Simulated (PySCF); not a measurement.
CH₅FGe, SMILES [CH3][GeH2][F].

The structure is a stationary point at r2SCAN-D4/def2-SVP.

Computed with r2SCAN/def2-TZVPD in PySCF.

Symmetry labels are those of the subgroup Cs that the program uses (full group Cs).

Q: List the valence orbital energies around the gap with their symmetry. (The exact figures need the calculation; the answer reports its results.)

A: 
```json
[
 {"orbital": "HOMO−7", "symmetry": "A'", "energy (eV)": "-13.95"},
 {"orbital": "HOMO−6", "symmetry": "A'", "energy (eV)": "-10.91"},
 {"orbital": "HOMO−5", "symmetry": "A\"", "energy (eV)": "-10.83"},
 {"orbital": "HOMO−4", "symmetry": "A'", "energy (eV)": "-10.11"},
 {"orbital": "HOMO−3", "symmetry": "A\"", "energy (eV)": "-9.82"},
 {"orbital": "HOMO−2", "symmetry": "A'", "energy (eV)": "-9.79"},
 {"orbital": "HOMO−1", "symmetry": "A\"", "energy (eV)": "-8.24"},
 {"orbital": "HOMO", "symmetry": "A'", "energy (eV)": "-8.03"},
 {"orbital": "LUMO", "symmetry": "A'", "energy (eV)": "-0.30"},
 {"orbital": "LUMO+1", "symmetry": "A'", "energy (eV)": "0.35"},
 {"orbital": "LUMO+2", "symmetry": "A'", "energy (eV)": "0.64"},
 {"orbital": "LUMO+3", "symmetry": "A'", "energy (eV)": "1.58"}
]
```
